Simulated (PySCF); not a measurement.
A structure optimised at PBE-D3(BJ)/def2-SVP, used in a PySCF frequency run:

```
Cr
O 1 1.5566
O 1 1.5566 2 108.86
Cl 1 2.1296 2 109.18 3 119.11
Cl 1 2.1296 2 109.18 3 -119.11
```

### Question
Write its SMILES, formula and point group.

### Answer
[O]=[Cr](=[O])([Cl])[Cl], Cl2CrO2, C2v

### Question
What are its rotational constants (standard atomic weights)?

### Answer
3.1655, 1.8700, 1.5441 GHz
